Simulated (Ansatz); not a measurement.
Reaction (SMILES): [O]=[Zr]=[O] → [O]=[Zr]=[O] as doublet, charge -1 (an electron is taken up)

Property: adiabatic electron affinity (0 K, with zero-point energies), in eV. Positive where the reaction releases energy. Set-up: valence correlation only (noble-gas shells and the d and f shells of earlier blocks); no spin-orbit coupling; UHF or UKS for open shells; def2 sets with scalar-relativistic core potentials past Kr; dispersion terms only where a functional's name holds one; LANL2DZ with its own core potentials from Na on; six Cartesian d functions in 6-31G* and its kin unless marked 5d; STO-3G and 3-21G all-electron and non-relativistic. Ab initio and DFT rows: single points at B3LYP-D3(BJ) geometries (Ansatz, a first-principles code), with unscaled harmonic terms from B3LYP/6-31G* (LANL2DZ past Ar) at its own minima. A UHF reference is markedly spin-contaminated in at least one set, which strains HF and MP2. The spin state of an ion or metal species was assumed, not searched.

```
level                                     program  adiabatic electron affinity (0 K, with zero-point energies) (eV)
---------------------------------  --------------  ----------------------------------------------------------------
HF/3-21G                                   Ansatz                                                              0.91
PBE/STO-3G                                 Ansatz                                                             -2.82
PBE/3-21G                                  Ansatz                                                              0.95
PBE/LANL2DZ                                Ansatz                                                              1.60
PBE/def2-SVP                               Ansatz                                                              1.48
BLYP/6-31G* with LANL2DZ past Ar           Ansatz                                                              1.40
B3LYP/LANL2DZ                              Ansatz                                                              1.76
B3LYP/def2-SVP                             Ansatz                                                              1.61
B3LYP/6-31G* with LANL2DZ past Ar          Ansatz                                                              1.57
MP2/STO-3G                                 Ansatz                                                             -4.97
B3LYP/def2-TZVPD                           Ansatz                                                              1.77
B3LYP-D3(BJ)/def2-TZVPD            Ansatz + dftd3                                                              1.77
```

No value to compare with is used here. The 10 habitual levels span -4.97 (MP2/STO-3G) to 1.76 eV (B3LYP/LANL2DZ); B3LYP-D3(BJ)/def2-TZVPD gives 1.77.

The levels are drawn from those run, B3LYP/6-31G* more often than the rest, none by its result; runs whose electronic state is in doubt are left out.
